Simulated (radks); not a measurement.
Values are calculated unless marked as measured or tabulated.
Problem. All-electron atom: Hf57+ in [Ne] 3s2 3p3. Level of theory: Dirac Kohn-Sham, OLYP, spin-unpolarised, spherical densities, finite nucleus; open shells fill j = l - 1/2 first; Fermi nuclear charge, rms radius 5.347 fm (a radial shooting solver on a logarithmic mesh with Libxc functionals).

Spin-orbit splittings of the eigenvalues, e(l+1/2) - e(l-1/2), with zeta = 2 splitting/(2l+1) and mean radii in bohr:

| shell | occ. | splitting (eV) | zeta (eV) | <r> j=l-1/2 | <r> j=l+1/2 |
|---|---|---|---|---|---|
| 2p | 6 | ? | ? | 0.06529 | 0.07274 |
| 3p | 3 | 319.7 | 213.2 | 0.1802 | 0.1913 |

Estimate the 2p splitting.

Solution. 1221 eV (zeta = 813.7 eV).
